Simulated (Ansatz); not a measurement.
Cost and result for the atomization energy of `C[CH2][AlH][AlH2]` (12 atoms, 11 bonds).

Cartesian coordinates in Å:
```
C -0.8819 0.2112 1.4340
C -1.1911 -0.6853 0.2378
Al 0.0976 -0.6519 -1.2502
Al 2.2174 0.8482 -1.1964
H 0.0772 -0.0461 1.8938
H -1.6414 0.1392 2.2188
H -0.8220 1.2647 1.1438
H -1.2889 -1.7322 0.5570
H -2.1758 -0.4385 -0.1830
H -0.2227 -1.5961 -2.5028
H 2.2232 2.3438 -1.7587
H 3.6084 0.3431 -0.5941
```

Total charge 0; spin multiplicity 1. The structure was optimised at the PBE0-D4/def2-TZVP level. It is one conformer, not always the lowest. Program: Ansatz. All runs use 2 threads of an Arm Neoverse V1 on a shared host. Times are those of one run each, without the atoms' runs, and a repeat can differ threefold. Electronic energies, without spin–orbit coupling; frozen cores. CCSD(T)/CBS adds CCSD(T) − MP2 in def2-TZVPP to the MP2 limit, and its time is that of the two runs behind it. T1 = 0.010. B3LYP takes the VWN-RPA correlation (the form of Gaussian; ORCA's B3LYP/G).

CCSD(T)/CBS is a level of theory with its own doubt, some kJ/mol a heavy atom from the limit and from the frozen cores, so smaller differences don't rank the functionals.

| level | functions | wall time |
| --- | --- | --- |
| LDA (SPW92)/def2-TZVPP | 258 | 2.3 s |
| revPBE-D4/def2-TZVPP | 258 | 3.8 s |
| PBE-D4/def2-TZVPP (with forces) | 258 | 4.7 s |
| CCSD(T)/def2-SVP | 104 | 4.7 s |
| PBE0-D4/def2-TZVPP | 258 | 5.5 s |
| BHLYP-D4/def2-TZVPP | 258 | 5.5 s |
| B3LYP-D4/def2-TZVPP (with forces) | 258 | 8.5 s |
| r2SCANh-D4/def2-TZVPP | 258 | 8.5 s |
| ωB97X-V/def2-TZVPP | 258 | 15 s |
| B97M-V/def2-TZVPP | 258 | 17 s |
| MP2/def2-QZVPP | 494 | 39 s |
| CCSD(T)/def2-TZVPP | 258 | 11 min |
| CCSD(T)/CBS(def2) | – | 12 min |

Problem. What atomization energy does each give, and how far from CCSD(T)/CBS? (Estimate.)

Solution. The calculation gave: 
| level | atomization (kJ/mol) | difference from CCSD(T)/CBS | per bond |
| --- | --- | --- | --- |
| LDA (SPW92)/def2-TZVPP | 4228.6 | 416.8 | 37.9 |
| revPBE-D4/def2-TZVPP | 3750.9 | -60.9 | -5.5 |
| PBE-D4/def2-TZVPP (with forces) | 3814.0 | 2.2 | 0.2 |
| CCSD(T)/def2-SVP | 3640.5 | -171.3 | -15.6 |
| PBE0-D4/def2-TZVPP | 3795.4 | -16.4 | -1.5 |
| BHLYP-D4/def2-TZVPP | 3748.9 | -62.9 | -5.7 |
| B3LYP-D4/def2-TZVPP (with forces) | 3802.6 | -9.2 | -0.8 |
| r2SCANh-D4/def2-TZVPP | 3803.3 | -8.5 | -0.8 |
| ωB97X-V/def2-TZVPP | 3824.2 | 12.4 | 1.1 |
| B97M-V/def2-TZVPP | 3855.4 | 43.6 | 4.0 |
| MP2/def2-QZVPP | 3773.4 | -38.4 | -3.5 |
| CCSD(T)/def2-TZVPP | 3729.0 | -82.8 | -7.5 |
| CCSD(T)/CBS(def2) | 3811.8 | 0.0 | 0.0 |

At CCSD(T), def2-SVP lies −171.3 kJ/mol from the extrapolated value and def2-TZVPP −82.8 kJ/mol: correlation converges slowly with the basis, and small sets miss more of it in the bonded molecule than in its fragments. The D4 term adds +32.4 kJ/mol with B3LYP and +17.2 kJ/mol with PBE0; it sums over pairs of atoms, weighted by their polarisabilities, and B3LYP, whose exchange is more repulsive, gets the larger term. From PBE to PBE0 (25 % exact exchange), in def2-TZVPP and without D4, the atomization energy moves by −15.7 kJ/mol: exact exchange takes away binding that semilocal exchange gives to molecules.
